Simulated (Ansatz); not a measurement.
Input file for Ansatz (a first-principles code): R-PBE0/def2-TZVPPD on C2H8OSe (a complex), monomers drawn apart or pushed together. Files ending in .json are basis or fitting sets from the Basis Set Exchange.

Ansatz 0.2 input:
```yaml
crystal:
  periodic: [false, false, false]
  atoms:
    - {symbol: C, position_ang: [-0.89416439, 1.69410587, -0.20739339]}
    - {symbol: Se, position_ang: [0.59857725, 0.44933573, 0.06816918]}
    - {symbol: C, position_ang: [-0.43148371, -1.20351071, -0.17863480]}
    - {symbol: H, position_ang: [-1.66101380, 1.51309350, 0.54170218]}
    - {symbol: H, position_ang: [-0.49389250, 2.69885104, -0.09093413]}
    - {symbol: H, position_ang: [-1.29244608, 1.57289240, -1.21206378]}
    - {symbol: H, position_ang: [-1.21790498, -1.25642454, 0.57019856]}
    - {symbol: H, position_ang: [0.26169880, -2.03116262, -0.04553532]}
    - {symbol: H, position_ang: [-0.84589694, -1.23098117, -1.18372368]}
    - {symbol: O, position_ang: [-2.02856376, 0.07681582, 4.72479872]}
    - {symbol: H, position_ang: [-1.72157475, 0.12147679, 5.63550270]}
    - {symbol: H, position_ang: [-1.23507671, 0.19817399, 4.17622231]}
basis:
  gaussian:
    orbitals: def2-TZVPPD.json
hamiltonian:
  xc: {name: PBE0}
scf: {lower_state_search: off}
```

Output:

```
WARN ansatz: RAYON_NUM_THREADS=1 ignored (pool sized by the plan → 1); use --threads N
Functional definition: PBE0
these checks for a lower state are left out or cut short: stability, starts, cluster_reference, orbital_swaps, neighbouring_geometries, increment
integrals: 0.26 GiB planned
1457 factors; their error is unknown
mean field: 1.50 GiB planned
mean field evaluation 1: about -69578.3816 eV, gradient 7.8e1 eV
mean field evaluation 2: about -69565.5410 eV, gradient 1.1e2 eV
mean field evaluation 4: about -69590.1754 eV, gradient 5.0e0 eV
mean field evaluation 8: about -69590.2253 eV, gradient 6.6e-2 eV
mean field evaluation 16: about -69590.5002 eV, gradient 4.5e-5 eV
mean field -69590.50020534 eV, -2557.4037124111 hartree, gradient 2.1e-6 eV, S^2 0.000000; 0 other end points of the search recorded, 0 dependent functions left out
reference -69590.50025821 eV, -2557.4037143539 hartree; 31, 31 occupied and 276, 276 virtual orbitals, 1457 factors
Total energy: -69590.50025821 eV, -2557.4037143539 hartree
Checks for a lower state left out: stability, starts, cluster_reference, orbital_swaps, neighbouring_geometries, increment
```

The run converged.

Cost: around 5 core-seconds (rough).
